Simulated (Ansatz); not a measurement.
| atom | x (Å) | y (Å) | z (Å) |
| --- | --- | --- | --- |
| H | 0.9505 | -1.2870 | -0.4701 |
| Li | 0.0816 | -1.1127 | 1.2394 |
| Li | -0.6655 | -0.7189 | -1.3494 |
| H | -1.5345 | -0.5446 | 0.3600 |
| Li | 1.5345 | 0.5446 | -0.3600 |
| H | 0.6655 | 0.7189 | 1.3494 |
| H | -0.0816 | 1.1127 | -1.2394 |
| Li | -0.9505 | 1.2870 | 0.4701 |

Basis set: def2-SVP (spherical functions). All electrons are correlated. Charge 0, multiplicity 1.

Computed with Ansatz (development build ahead of 0.2.0); each method stands on the lowest determinant of its kind that the runs found. Restricted open shells among the atoms or ions are ROHF, correlated in semicanonical orbitals with singles.

Question: Give the atomization energy at this shape (free ground-state atoms in the same class of orbitals less the molecule, no zero-point energy) of singlet Li₄H₄ by RHF-MP2, RHF.

Answer:

```json
{"method": "RHF-MP2", "atomization energy": "1371.1 kJ/mol"}
{"method": "RHF", "atomization energy": "1127.3 kJ/mol"}
```
